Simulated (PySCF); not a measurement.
Compound: SbCl3.
Z-matrix (Å and degrees, PBE0-D3(BJ)/def2-SVP geometry), rows numbered from 1:
```
Sb
Cl  1  2.3646
Cl  1  2.3608  2   97.67
Cl  1  2.3606  2   98.08  3    99.15
```

Computed, not measured: PBE0-D3(BJ)/def2-SVP geometry optimisation, gas phase, def2 core potentials past Kr in PySCF 2.14.0.

Take the most abundant isotopes and a rigid rotor. 

**Question.** Give the principal moments of inertia and the rotational constants in GHz.

**Answer.** Ia = 296.83, Ib = 298.49, Ic = 443.67 u·Å²; 505379 MHz·u·Å²/I gives 1703, 1693 and 1139 MHz, that is A = 1.7026, B = 1.6931, C = 1.1391 GHz.

**Question.** What kind of rotor is it?

**Answer.** An oblate symmetric top, as the point group C3v requires two equal moments; the computed ones differ by 0.56 % because the geometry is symmetric only within the optimiser's tolerance; Ray's κ = 0.966.

**Question.** Is it planar, by Δ = Ic − Ia − Ib?

**Answer.** Not planar: Δ = Ic − Ia − Ib = -151.65 u·Å². For a rigid frame Δ = −2 Σ m c², so Σ m c² = 75.82 u·Å² lies off the ab plane. The atom farthest from that plane is 0.63 Å away.

**Question.** Give the other two planar moments, Paa and Pbb, and the rms extents of the mass along the axes.

**Answer.** Paa = Σ m a² = (Ib + Ic − Ia)/2 = 222.66 and Pbb = Σ m b² = (Ia + Ic − Ib)/2 = 221.01 u·Å². With the mass M = 225.81 u, the rms extents √(P/M) along a, b and c are 0.99, 0.99, 0.58 Å.

**Question.** Where do the R-branch lines fall?

**Answer.** The dipole of 2.92 D lies along the symmetry axis, so ΔK = 0 and J+1 ← J falls at 2B(J+1) for every K: 3.40 GHz, 6.79 GHz, 10.19 GHz, 13.58 GHz, 16.98 GHz for J = 0 to 4.

**Question.** Estimate the classical rotational partition function at 200 K, 298.15 K and 500 K.

**Answer.** Point group C3v, symmetry number σ = 3; q = (√π/σ)·√((kT/h)³/(ABC)), k/h = 20836.6 MHz/K: 87700 at 200 K, 160000 at 298.15 K, 347000 at 500 K.

Stationary, but not proved a minimum. Zero-point vibration and centrifugal distortion are left out.

Time: 22 s; peak memory 0.33 GiB. Hardware: one thread, Arm Neoverse V1 (aarch64), no GPU, on a shared host. These figures are those of the optimisation.
